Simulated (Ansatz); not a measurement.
Cost and result for the atomization energy of C4H9Cl3Sn (`C[C](C)(C)[Sn]([Cl])([Cl])[Cl]`) (17 atoms, 16 bonds).

```xyz
17

C     1.5777    0.1764    0.3366
C     0.1141    0.2405   -0.0692
C    -0.6305    1.3269    0.6898
C    -0.0439    0.3986   -1.5727
Sn   -0.7854   -1.6536    0.4748
Cl    0.2191   -3.4440   -0.6059
Cl   -0.6252   -2.0776    2.7501
Cl   -3.0417   -1.7382   -0.0584
H     2.0614    1.1249    0.0732
H     2.1139   -0.6217   -0.1825
H     1.7003    0.0320    1.4127
H    -1.6905    1.3599    0.4264
H    -0.1960    2.3009    0.4338
H    -0.5469    1.2036    1.7722
H     0.4041    1.3518   -1.8789
H    -1.0934    0.4157   -1.8766
H     0.4630   -0.3960   -2.1255
```

The species carries charge 0 and has multiplicity 1. Correlated methods include outer-core shells of Sn, which these sets cover unevenly. Sn takes the def2 core potential. All single points use the PBE0-D4/def2-TZVP geometry. Program: Ansatz. All runs use 4 threads of an AMD EPYC 7R13 on a shared host and a share of an NVIDIA H100 80 GB. Times are those of one run each, without the atoms' runs, and a repeat can differ threefold. Electronic energies, without spin–orbit coupling; frozen cores. CCSD(T)/CBS adds CCSD(T) − MP2 in def2-TZVPP to the MP2 limit, and its time is that of the two runs behind it. T1 = 0.011. With those shells the extrapolation isn't a true limit. B3LYP takes the VWN-RPA correlation (the form of Gaussian; ORCA's B3LYP/G). HSE06 is the plane-wave form, built on full-range PBE exchange.

CCSD(T)/CBS is a level of theory with its own doubt, some kJ/mol a heavy atom from the limit and from the frozen cores, so smaller differences don't rank the functionals.

| level | functions | wall time | atomization (kJ/mol) | difference from CCSD(T)/CBS | per bond |
| --- | --- | --- | --- | --- | --- |
| B2PLYP/def2-TZVPP | 426 | 4.8 s | 6155.3 | -124.4 | -7.8 |
| CCSD(T)/def2-SVP | 181 | 4.8 s | 5945.9 | -333.8 | -20.9 |
| PBE-QIDH/def2-TZVPP | 426 | 5.5 s | 6252.9 | -26.8 | -1.7 |
| r2SCANh-D4/def2-TZVPP | 426 | 6 s | 6252.4 | -27.3 | -1.7 |
| HSE06-D4/def2-TZVPP | 426 | 6.5 s | 6296.7 | 17.0 | 1.1 |
| B3LYP-D4/def2-TZVPP (with forces) | 426 | 7 s | 6222.2 | -57.5 | -3.6 |
| MP2/def2-QZVPP | 790 | 7 s | 6309.6 | 29.9 | 1.9 |
| PBE-D4/def2-TZVPP (with forces) | 426 | 7.5 s | 6365.6 | 85.9 | 5.4 |
| CAM-B3LYP-D4/def2-TZVPP | 426 | 7.5 s | 6241.6 | -38.1 | -2.4 |
| BHLYP-D4/def2-TZVPP | 426 | 8.5 s | 6094.1 | -185.6 | -11.6 |
| B97M-V/def2-TZVPP | 426 | 9 s | 6308.1 | 28.4 | 1.8 |
| CCSD(T)/def2-TZVPP | 426 | 31 s | 6110.7 | -169.0 | -10.6 |
| CCSD(T)/CBS(def2) | – | 38 s | 6279.7 | 0.0 | 0.0 |

Leaving LDA and LC-ωPBE aside and taking each functional with its dispersion term where it has one, the values spread over 271.4 kJ/mol, from BHLYP-D4 to PBE-D4. LDA lies +805.1 kJ/mol from PBE without D4, its usual overbinding. From r2SCAN to r2SCAN0 (25 % exact exchange), in def2-TZVPP and without D4, the atomization energy moves by −72.0 kJ/mol: exact exchange takes away binding that semilocal exchange gives to molecules. At CCSD(T), def2-SVP lies −333.8 kJ/mol from the extrapolated value and def2-TZVPP −168.9 kJ/mol: correlation converges slowly with the basis, and small sets miss more of it in the bonded molecule than in its fragments.

Spin–orbit coupling would lower the free Sn atoms strongly, and the atomization energy with them, by more than many differences here. For some Ge, Se and Sn compounds the MP2-based and the directly extrapolated limit differ by 10 to 25 kJ/mol.
